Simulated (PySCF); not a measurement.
Removal energies of Au⁵¹⁺ from EOM-IP-GCCSD

Reference: closed-shell Au⁵¹⁺, [Ar] 3d10; one electron is removed. Calculated with PySCF 2.14, two-component X2C-1e with screened spin-orbit coupling, an uncontracted even-tempered set (18 s from 4.7 bohr⁻², ratio 2.6; 15 p from 6.2 bohr⁻², ratio 2.6; 10 d from 6.2 bohr⁻², ratio 2.6; 5 f from 6.3 bohr⁻², ratio 2.8); frozen [Ar]; the 98 highest virtual spinors dropped; of the others 70 kept and the rest restored at second order. No Breit or QED terms. Binding energies in eV.

| level | Koopmans |
| --- | --- |
| 3d3/2 | 4981.1 |
| 3d5/2 | 4887.3 |

(1) How does correlation move these levels?

For comparison, the ionisation energy of Au⁵¹⁺ is 4888 ± 4 eV (measured; NIST Atomic Spectra Database, ionization energies).

Answers

(1) 3d3/2: second order 4980.3, EOM-CCSD 4980.4; 3d5/2: second order 4886.8, EOM-CCSD 4886.8.
